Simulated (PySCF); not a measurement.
Computed shifts of a molecule C3H8AlCl, PBE/pcSseg-1 run with PySCF, GIAO, gas phase, atoms alike by connectivity averaged where their shifts nearly agree, in ppm (number of nuclei): ¹³C: 12.8 (1), 12.2 (1), -5.6 (1). ¹H: 1.46 (3), 0.72 (2), 0.09 (3). References: ³⁵Cl against HCl (σ = 936.5 ppm); ¹³C against TMS (σ = 182.0 ppm); ¹H against TMS (σ = 31.49 ppm), references at their B3LYP-D3(BJ)/def2-TZVP geometries, non-relativistic (without spin–orbit terms, shifts of atoms bonded to Cl or Br come out too high). Geometry optimised at B3LYP-D3(BJ)/def2-SVP. Other conformers were not sampled.

Q: Which structure fits?
A) C[CH2][Al]([CH3])[Cl]
B) CC[CH2][AlH][Cl]
C) C[CH](C)[AlH][Cl]

A: A, C[CH2][Al]([CH3])[Cl]
